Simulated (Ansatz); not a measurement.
Computed with Ansatz on PBE0-D4/def2-TZVP structures; ΔE is electronic, products minus reactants. CCSD(T)/CBS is the MP2 limit (def2-TZVPP, def2-QZVPP) plus CCSD(T) − MP2 in def2-TZVPP, frozen cores. This one scheme is used for every species. DFT in def2-TZVPP. B3LYP here is the variant with VWN-RPA as its local correlation; programs differ in this. HSE06 is defined as in plane-wave codes. def2 core potentials past Kr. For Sb outer-core shells are correlated without core-valence functions, which leaves a few kJ/mol of doubt a bond. One conformer a species, not always the lowest.

`[CH3][SbH][NH2]` + H₂ → `[NH2][SbH2]` + CH₄  (hydrogenolysis of the Sb–C bond)

```csv
level,ΔE (kJ/mol),difference from CCSD(T)/CBS
revPBE-D4,-36.3,0.2
BLYP-D4,-40.7,-4.2
B3LYP-D4,-45.3,-8.8
HSE06-D4,-45.3,-8.8
ωB97X-V,-45.6,-9.1
PBE,-46.4,-9.9
CCSD(T)/def2-SVP,-60.3,-23.8
HF/def2-TZVPP,-66.2,-29.7
CCSD/def2-TZVPP,-47.0,-10.5
CCSD(T)/def2-TZVPP,-42.2,-5.7
CCSD(T)/CBS,-36.5,0
```

Task: What do rigid-rotor, harmonic-oscillator terms from PBE0-D4/def2-TZVP frequencies (298.15 K, 1 bar) make of the CCSD(T)/CBS value? (Best estimate.)

Result: The calculation gave: ΔZPE = +13.3 kJ/mol, ΔH = -26.3 kJ/mol, ΔS = 13 J/(mol·K), ΔG = -30.3 kJ/mol.

Largest T1 diagnostic among the species: 0.013.

Leaving LDA and LC-ωPBE aside and taking each functional with its dispersion term where it has one, the values, not all of them listed here, spread over 18.6 kJ/mol, from B97M-V to revPBE-D4. From BLYP to BHLYP (50 % exact exchange), in def2-TZVPP and without D4, ΔE moves by −5.9 kJ/mol.
